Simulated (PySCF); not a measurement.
**Kr (krypton, neutral): UHF calculation**

Configuration: [Ar] 3d10 4s2 4p5 4d1, one real determinant (an excited configuration). Calculation: PySCF 2.14, in aug-cc-pVTZ-PP with one added diffuse shell each of s, d, f type with ECP10MDF (7s5p5d3f, 68 functions); scalar relativity through the core potential.

| Property | Result |
| --- | --- |
| Total energy | -461.767841 hartree |
| One-electron energy | -803.2224 hartree |
| Hartree (Coulomb) energy | 373.2623 hartree |
| Exchange energy | -31.8077 hartree |
| ⟨S²⟩ | 2.0061 |
| ⟨L²⟩ | 7.912 |
| Sum of ⟨r⟩ | 27.25 bohr |
| Sum of ⟨r²⟩ | 61.16 bohr² |
| Traceless quadrupole moment −½Σ⟨3z² − r²⟩ along its main axis | -2.98 e·bohr² |

```csv
shell,electrons,mean orbital energy (eV),spread (eV),"rms radius, mean of both spins (bohr)"
3s α,1,-300.26,0,0.567
3s β,1,-299.94,0,0.567
3p α,3,-237.08,0.799,0.583
3p β,3,-236.71,0.075,0.583
3d α,5,-108.27,0.804,0.605
3d β,5,-108.03,0.319,0.605
4s α,1,-38.438,0,1.67
4s β,1,-35.105,0,1.67
4p α,3,-19.757,2.127,2.00
4p β,2,-18.291,0,2.00
4d α,1,-1.392,0,5.42
```

⟨L²⟩ = 7.91 against 12 for a pure F term, so this real determinant mixes terms. Energies and moments cover only the electrons outside the core potential. The outer electron is Rydberg-like, and this basis confines it to a smaller radius and binds it less than a complete one would.
